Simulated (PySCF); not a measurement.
PySCF input file for CH8FNOSi2, SMILES C[Si@@H](O)[Si@H](N)F, SMD-M06-2X/6-31G*. Geometry: PBE0-D3(BJ)/def2-SVP. The structure was generated by enumeration; whether it is a known compound was not checked. The values are those of a single conformer.

```python
import numpy as np
from pyscf import gto, scf, dft
from pyscf.solvent import smd

mol = gto.M(
    atom='''
    C    -2.36345267   -0.67993190    0.20029170
    Si   -0.97822370    0.36562685   -0.50747730
    O    -1.23961943    2.01267633   -0.32543120
    Si    1.05395914   -0.26653709    0.47732038
    N     2.36751539    0.42279195   -0.37868586
    F     1.05011085   -1.91101899    0.48416163
    H    -2.13214949   -1.74579523    0.04218976
    H    -2.47763123   -0.51943251    1.28390435
    H    -3.32517373   -0.45379023   -0.28534138
    H    -0.89403662    0.14940926   -1.98383644
    H    -1.05640297    2.38089476    0.54311262
    H     1.21828497    0.12581145    1.90987106
    H     3.30828994    0.43596207   -0.00118344
    H     2.37258877    0.45749190   -1.39147373
    ''',
    basis='6-31G*',
    charge=0,
    spin=0,
    max_memory=1600,
    verbose=3,
)
mf = dft.RKS(mol, xc='m06-2x').density_fit(auxbasis='def2-universal-jkfit')
mf.grids.level = 4
mf.conv_tol = 1e-9
mf.max_cycle = 100
mf.kernel()
res = {}
for name in ['water', 'toluene', 'cyclohexanone']:
    s = mf.SMD()
    s.with_solvent.solvent, s.with_solvent.sasa_ng = name, 194
    s.kernel(mf.make_rdm1())
    res[name] = (s.e_tot, s.with_solvent.get_cds(), s.dip_moment(), s.mo_energy, s.converged)
    print(f'SMD {name}: dG(solv) = {(s.e_tot - mf.e_tot) * 627.509474:.3f} kcal/mol, of which CDS {res[name][1] * 627.509474:.3f}')
```

Output:

```
converged SCF energy = -851.649756727025
converged SCF energy = -851.660593252745
Dipole moment(X, Y, Z, Debye):  1.21736,  0.95351,  0.97965
SMD water: dG(solv) = -6.800 kcal/mol, of which CDS 5.218
converged SCF energy = -851.655974005367
Dipole moment(X, Y, Z, Debye):  1.04013,  0.93182,  0.70580
SMD toluene: dG(solv) = -3.901 kcal/mol, of which CDS 0.104
converged SCF energy = -851.660459072457
Dipole moment(X, Y, Z, Debye):  1.13566,  1.02858,  0.79497
SMD cyclohexanone: dG(solv) = -6.716 kcal/mol, of which CDS 1.197
```

Self-consistency was reached.

Cost: roughly 4 core-minutes.
